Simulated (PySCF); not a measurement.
SMILES C#Cc1ccc([SiH3])cc1, singlet (GFN2-xTB optimised geometry):

```
17

C     -2.060    -3.253     0.001
C     -1.451    -2.218     0.000
C     -0.736    -0.996     0.000
C     -1.418     0.220     0.000
C     -0.712     1.406     0.000
C      0.681     1.424     0.000
Si     1.655     3.039    -0.006
C      1.347     0.199     0.000
C      0.659    -0.996     0.000
H     -2.589    -4.158    -0.001
H     -2.499     0.223     0.000
H     -1.253     2.342     0.000
H      2.407     3.143    -1.260
H      0.719     4.158     0.113
H      2.589     3.039     1.123
H      2.428     0.187     0.000
H      1.190    -1.938     0.000
```

Computed with PBE0/def2-SVP in PySCF.

Problem. What are the frontier orbital energies and the dipole moment?

Solution. HOMO-2 -8.11 eV, HOMO-1 -7.65 eV, HOMO -6.93 eV, LUMO -1.23 eV, LUMO+1 -0.37 eV; dipole moment 0.02 D.

Meta-Löwdin charges at PBE0/def2-SVP: C1 -0.19, C2 -0.03, C3 0.00, C4 -0.10, C5 -0.09, C6 -0.21, Si7 0.48, C8 -0.09, C9 -0.10, H10 0.16, H11 0.12, H12 0.11, H13 -0.09, H14 -0.09, H15 -0.09, H16 0.10, H17 0.12.
